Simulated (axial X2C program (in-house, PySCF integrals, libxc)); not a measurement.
## Excited states of IBr by EOM-EE-CCSD

Calculated with an in-house all-electron X2C program for linear molecules (integrals from PySCF): two-component X2C with atomic mean-field Coulomb and Gaunt terms, Gaussian nuclei, basis I dyall-acv3z, Br dyall-acv3z with contracted cores.

R = 2.482 Å (near the PBE0 minimum at charge 0 of the determinant lowest at the starting distance; the state shown can have its own minimum elsewhere).

Vertical excitation energies from the closed-shell determinant state of IBr:

```json
{"Ω": "2", "excitation (eV)": "1.987", "cm⁻¹": "16026", "hole of the leading pair": "62% I pπ, 28% Br pπ", "particle of the leading pair": "43% I pσ, 28% Br pσ, 11% I dσ", "weight of the pair (for Ω = 0 its time-reversed partner can hold as much again)": "0.94", "singles weight": "0.94"}
{"Ω": "1", "excitation (eV)": "2.143", "cm⁻¹": "17282", "hole of the leading pair": "62% I pπ, 29% Br pπ", "particle of the leading pair": "43% I pσ, 28% Br pσ, 11% I dσ", "weight of the pair (for Ω = 0 its time-reversed partner can hold as much again)": "0.77", "singles weight": "0.94"}
{"Ω": "0⁻", "excitation (eV)": "2.475", "cm⁻¹": "19965", "hole of the leading pair": "55% I pπ, 33% Br pπ", "particle of the leading pair": "43% I pσ, 29% Br pσ, 11% I dσ", "weight of the pair (for Ω = 0 its time-reversed partner can hold as much again)": "0.47", "singles weight": "0.94"}
{"Ω": "0⁺", "excitation (eV)": "2.541", "cm⁻¹": "20497", "hole of the leading pair": "56% I pπ, 35% Br pπ", "particle of the leading pair": "43% I pσ, 29% Br pσ, 11% I dσ", "weight of the pair (for Ω = 0 its time-reversed partner can hold as much again)": "0.47", "singles weight": "0.94"}
{"Ω": "1", "excitation (eV)": "2.888", "cm⁻¹": "23297", "hole of the leading pair": "52% I pπ, 35% Br pπ", "particle of the leading pair": "43% I pσ, 29% Br pσ, 11% I dσ", "weight of the pair (for Ω = 0 its time-reversed partner can hold as much again)": "0.77", "singles weight": "0.93"}
{"Ω": "2", "excitation (eV)": "4.223", "cm⁻¹": "34057", "hole of the leading pair": "65% Br pπ, 31% I pπ", "particle of the leading pair": "42% I pσ, 30% Br pσ, 9% I dσ", "weight of the pair (for Ω = 0 its time-reversed partner can hold as much again)": "0.92", "singles weight": "0.93"}
{"Ω": "1", "excitation (eV)": "4.342", "cm⁻¹": "35023", "hole of the leading pair": "65% Br pπ, 31% I pπ", "particle of the leading pair": "42% I pσ, 29% Br pσ, 9% I dσ", "weight of the pair (for Ω = 0 its time-reversed partner can hold as much again)": "0.76", "singles weight": "0.92"}
{"Ω": "0⁻", "excitation (eV)": "4.607", "cm⁻¹": "37157", "hole of the leading pair": "60% Br pπ, 30% I pπ", "particle of the leading pair": "42% I pσ, 30% Br pσ, 9% I dσ", "weight of the pair (for Ω = 0 its time-reversed partner can hold as much again)": "0.46", "singles weight": "0.93"}
{"Ω": "0⁺", "excitation (eV)": "4.637", "cm⁻¹": "37400", "hole of the leading pair": "59% Br pπ, 37% I pπ", "particle of the leading pair": "43% I pσ, 29% Br pσ, 9% I dσ", "weight of the pair (for Ω = 0 its time-reversed partner can hold as much again)": "0.46", "singles weight": "0.93"}
{"Ω": "1", "excitation (eV)": "4.879", "cm⁻¹": "39351", "hole of the leading pair": "40% Br pπ, 25% Br pσ, 15% I pσ", "particle of the leading pair": "43% I pσ, 30% Br pσ, 9% I dσ", "weight of the pair (for Ω = 0 its time-reversed partner can hold as much again)": "0.81", "singles weight": "0.92"}
```

This point took 41 s on 1 thread of Arm Neoverse V2, with other jobs on the host.

Reference electrons by ω block (each with its −ω partner): 1/2: 28, 3/2: 13, 5/2: 3. 14 electrons of IBr correlated (inner shells frozen), 88 natural virtual spinors (a truncated set); levels can be off by some tenths of an eV. Roots sought by Ω: (0: 5, 1: 4, 2: 3, 3: 1); the list ends where they run out and leaves out roots under 60 % singles weight. The solver can skip a root, and states that need a further excitation, which the method places far too high, are missing though they may lie low or lowest. T1 of the reference 0.009 (Lee–Taylor). Number of frozen shells: I 4 s, 3 p, 2 d; Br 3 s, 2 p, 1 d.
